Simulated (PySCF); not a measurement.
Match each property card to its molecule.

Structures:
1. `CC(=O)c1cnsn1`
2. `C=CCC(F)F`
3. `C1(=O)C(CO[C@@H]1F)=O`
4. `C#C[SiH2]/C=N\C`

Card P (geometry GFN2-xTB):
* Rotational constants A, B, C: 3.033, 2.172, 1.481 GHz
* Static isotropic polarisability (PBE0/def2-SVPD): 53.7 au
* Lowest singlet excitation (TDDFT PBE0/def2-SVPD): 2.10 eV (590 nm, f = 0.000)
* Largest of the computed one-bond spin–spin couplings (means over like bonds) (B3LYP/pcJ-1, spin–dipole term left out for some pairs): 19F–13C -284.0, 13C–1H +194.6, 13C–1H +161.6, 13C–1H +152.7, 13C–13C +55.7, 13C–13C +51.1, 13C–13C +47.1, 17O–13C +40.4 Hz
* Strongest line among the 8 lowest singlet transitions (TDDFT PBE0/def2-SVPD): S8 at 7.35 eV (169 nm, f = 0.036)

Card Q (geometry GFN2-xTB):
- Rotational constants A, B, C: 8.020, 1.951, 1.683 GHz
- Static isotropic polarisability (PBE0/def2-SVPD): 51.6 au
- Lowest triplet excitation (Tamm–Dancoff) (TDA PBE0/def2-SVPD): 4.46 eV
- Point group: C1
- Strongest line among the 8 lowest singlet transitions (TDDFT PBE0/def2-SVPD): S1 at 7.52 eV (165 nm, f = 0.357)
- Dipole moment (PBE0/def2-SVPD): 2.19 D

Card R (geometry GFN2-xTB):
* Rotational constants A, B, C: 4.103, 1.998, 1.487 GHz
* Static isotropic polarisability (PBE0/def2-SVPD): 80.7 au
* Point group: C1
* 13C chemical shifts (computed TMS as zero) by class (GIAO PBE0/pcSseg-1): 168.4 (1 C), 107.4 (1 C), 84.5 (1 C), 53.7 (1 C) ppm
* Dipole moment (PBE0/def2-SVPD): 1.26 D
* Lowest triplet excitation (Tamm–Dancoff) (TDA PBE0/def2-SVPD): 3.15 eV
* Strongest line among the 8 lowest singlet transitions (TDDFT PBE0/def2-SVPD): S3 at 5.73 eV (216 nm, f = 0.061)

Card S (geometry GFN2-xTB):
* Rotational constants A, B, C: 4.435, 1.261, 0.988 GHz
* Static isotropic polarisability (PBE0/def2-SVPD): 79.0 au
* 13C chemical shifts (computed TMS as zero) by class (GIAO PBE0/pcSseg-1): 197.2 (1 C), 163.4 (1 C), 155.3 (1 C), 31.3 (1 C) ppm
* Isotropic shieldings of nuclei other than C and H, by class (GIAO PBE0/pcSseg-1): -139 (1 N), -137 (1 N), -322 (1 O), -20 (1 S) ppm
* Lowest singlet excitation (TDDFT PBE0/def2-SVPD): 3.66 eV (339 nm, f = 0.000)
* HOMO energy (PBE0/def2-SVPD): -7.90 eV

Species are written as SMILES; each is one conformer at its optimised geometry, gas phase, non-relativistic unless stated; the electronic structure was computed with PySCF and density fitting. NMR classes are plain means over equivalent atoms (diastereotopic ones count apart unless rotation or inversion swaps them), as if these changed places fast.

Q: Which card belongs to which structure?

A: P = 3, Q = 2, R = 4, S = 1. What ties each card to its structure:
- 1 (card S), C4H4N2OS, monoisotopic mass 128.0 u, 8 heavy atoms: 4 C in 4 classes; the least shielded carbon (197.2 ppm) is a ketone carbonyl carbon; an asymmetric top with C = 0.988 GHz, the lowest such constant on the cards; polarisability 79.0 au for 66 electrons.
- 2 (card Q), C4H6F2, monoisotopic mass 92.0 u, 6 heavy atoms: an asymmetric top with C = 1.683 GHz, the highest such constant on the cards; polarisability 51.6 au for 48 electrons, the smallest shown; dipole 2.19 D.
- 3 (card P), C4H3FO3, monoisotopic mass 118.0 u, 8 heavy atoms: an asymmetric top with C = 1.481 GHz; polarisability 53.7 au for 60 electrons.
- 4 (card R), C4H7NSi, monoisotopic mass 97.0 u, 6 heavy atoms: 4 C in 4 classes; the least shielded carbon (168.4 ppm) is a C=N carbon; an asymmetric top with C = 1.487 GHz; polarisability 80.7 au for 52 electrons, the largest shown; dipole 1.26 D.
